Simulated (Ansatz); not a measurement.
Sn2F⁺. Charge 1, multiplicity 3. Geometry r2SCAN-D4/def2-TZVP.

```xyz
3

Sn    1.3003    0.4704    0.6976
Sn   -1.0242   -1.1611    0.0398
F    -0.2761    0.6906   -0.7374
```

In the def2 sets Sn takes a core potential; there is no spin–orbit coupling. At PBE0-D4/def2-TZVP a broken-symmetry singlet of charge 1 lies 0.10 eV below the triplet, each at its own geometry. The structure comes from a short search, and lower isomers may exist.

Question: Estimate the α-spin orbital energies around the gap (eV) in Ansatz with PBE-D4/def2-TZVP, r2SCAN-D4/def2-TZVP, BHLYP-D4/def2-TZVP, CAM-B3LYP-D4/def2-TZVP, ωB97X-V/def2-TZVP.

Answer: 
```json
{"orbital": "HOMO−5", "PBE-D4/def2-TZVP": "-17.09", "r2SCAN-D4/def2-TZVP": "-17.52", "BHLYP-D4/def2-TZVP": "-20.45", "CAM-B3LYP-D4/def2-TZVP": "-20.36", "ωB97X-V/def2-TZVP": "-21.40"}
{"orbital": "HOMO−4", "PBE-D4/def2-TZVP": "-14.97", "r2SCAN-D4/def2-TZVP": "-15.47", "BHLYP-D4/def2-TZVP": "-18.99", "CAM-B3LYP-D4/def2-TZVP": "-18.52", "ωB97X-V/def2-TZVP": "-19.57"}
{"orbital": "HOMO−3", "PBE-D4/def2-TZVP": "-14.49", "r2SCAN-D4/def2-TZVP": "-14.94", "BHLYP-D4/def2-TZVP": "-17.50", "CAM-B3LYP-D4/def2-TZVP": "-17.50", "ωB97X-V/def2-TZVP": "-18.47"}
{"orbital": "HOMO−2", "PBE-D4/def2-TZVP": "-14.06", "r2SCAN-D4/def2-TZVP": "-14.43", "BHLYP-D4/def2-TZVP": "-16.42", "CAM-B3LYP-D4/def2-TZVP": "-16.65", "ωB97X-V/def2-TZVP": "-17.52"}
{"orbital": "HOMO−1", "PBE-D4/def2-TZVP": "-10.47", "r2SCAN-D4/def2-TZVP": "-10.84", "BHLYP-D4/def2-TZVP": "-12.00", "CAM-B3LYP-D4/def2-TZVP": "-12.35", "ωB97X-V/def2-TZVP": "-13.13"}
{"orbital": "HOMO", "PBE-D4/def2-TZVP": "-9.66", "r2SCAN-D4/def2-TZVP": "-9.97", "BHLYP-D4/def2-TZVP": "-10.94", "CAM-B3LYP-D4/def2-TZVP": "-11.33", "ωB97X-V/def2-TZVP": "-12.02"}
{"orbital": "LUMO", "PBE-D4/def2-TZVP": "-8.40", "r2SCAN-D4/def2-TZVP": "-8.53", "BHLYP-D4/def2-TZVP": "-7.22", "CAM-B3LYP-D4/def2-TZVP": "-7.05", "ωB97X-V/def2-TZVP": "-6.14"}
{"orbital": "LUMO+1", "PBE-D4/def2-TZVP": "-7.81", "r2SCAN-D4/def2-TZVP": "-7.60", "BHLYP-D4/def2-TZVP": "-6.14", "CAM-B3LYP-D4/def2-TZVP": "-5.99", "ωB97X-V/def2-TZVP": "-4.94"}
{"orbital": "LUMO+2", "PBE-D4/def2-TZVP": "-7.49", "r2SCAN-D4/def2-TZVP": "-7.41", "BHLYP-D4/def2-TZVP": "-6.05", "CAM-B3LYP-D4/def2-TZVP": "-5.90", "ωB97X-V/def2-TZVP": "-4.89"}
{"orbital": "LUMO+3", "PBE-D4/def2-TZVP": "-5.45", "r2SCAN-D4/def2-TZVP": "-5.07", "BHLYP-D4/def2-TZVP": "-3.80", "CAM-B3LYP-D4/def2-TZVP": "-3.68", "ωB97X-V/def2-TZVP": "-2.66"}
{"orbital": "LUMO+4", "PBE-D4/def2-TZVP": "-2.51", "r2SCAN-D4/def2-TZVP": "-1.87", "BHLYP-D4/def2-TZVP": "-1.21", "CAM-B3LYP-D4/def2-TZVP": "-1.03", "ωB97X-V/def2-TZVP": "-0.21"}
{"orbital": "LUMO+5", "PBE-D4/def2-TZVP": "-2.20", "r2SCAN-D4/def2-TZVP": "-1.64", "BHLYP-D4/def2-TZVP": "-0.92", "CAM-B3LYP-D4/def2-TZVP": "-0.75", "ωB97X-V/def2-TZVP": "-0.01"}
{"orbital": "β HOMO", "PBE-D4/def2-TZVP": "-13.65", "r2SCAN-D4/def2-TZVP": "-13.93", "BHLYP-D4/def2-TZVP": "-15.63", "CAM-B3LYP-D4/def2-TZVP": "-16.03", "ωB97X-V/def2-TZVP": "-16.84"}
{"orbital": "β LUMO", "PBE-D4/def2-TZVP": "-9.35", "r2SCAN-D4/def2-TZVP": "-9.06", "BHLYP-D4/def2-TZVP": "-7.88", "CAM-B3LYP-D4/def2-TZVP": "-7.73", "ωB97X-V/def2-TZVP": "-6.84"}
```
